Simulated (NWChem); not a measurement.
System: C4H12Ge; SMILES [CH3][Ge]([CH3])([CH3])[CH3]

```xyz
17

C     -1.2838    -1.2004     0.9100
Ge     0.0003    -0.0001     0.0005
C      1.3870    -1.0830    -0.9059
C     -0.9583     1.0978    -1.3385
C      0.8552     1.1855     1.3348
H     -1.7681    -1.8652     0.1871
H     -2.0612    -0.6202     1.4179
H     -0.7728    -1.8177     1.6562
H      2.1083    -0.4366    -1.4168
H      0.9332    -1.7465    -1.6495
H      1.9301    -1.6990    -0.1817
H     -1.4394     0.4598    -2.0872
H     -1.7314     1.7057    -0.8569
H     -0.2643     1.7698    -1.8543
H      0.1030     1.7941     1.8475
H      1.3918     0.5972     2.0864
H      1.5701     1.8589     0.8506
```
Atoms are numbered in this order, from 1.

Level: B3LYP/6-31G* (spherical d) (NWChem), optimised geometry, unscaled harmonic frequencies. 

### Question
List the harmonic frequencies with IR intensities, and the thermochemistry.

### Answer
```tsv
frequency (cm⁻¹)	IR intensity (km/mol)
117	0.0
126	0.0
127	0.0
127	0.0
163	0.0
163	0.0
181	2.2
181	2.2
181	2.2
536	0.0
584	21.9
584	21.9
584	21.9
715	0.0
715	0.0
715	0.0
851	0.0
851	0.0
857	88.1
857	88.1
857	88.1
1301	9.4
1301	9.4
1301	9.4
1318	0.0
1494	0.0
1494	0.0
1494	0.0
1496	0.0
1496	0.0
1510	4.8
1510	4.8
1510	4.8
3051	15.2
3051	15.2
3051	15.2
3053	0.0
3131	0.0
3131	0.1
3131	0.1
3131	0.1
3131	0.1
3133	44.1
3133	44.1
3133	44.2
```

```
Quantity                                                                           Result
-----------------------------------------------------------------------  ----------------
zero-point energy                                                           92.3 kcal/mol
thermal correction to the enthalpy at 298.15 K (with zero-point energy)     99.1 kcal/mol
heat capacity Cv                                                         33.8 cal/(mol K)
entropy at 298.15 K and 1 atm (symmetry number 12)                       90.7 cal/(mol K)
dipole moment                                                                      0.00 D
```

Rigid rotor and harmonic oscillator.
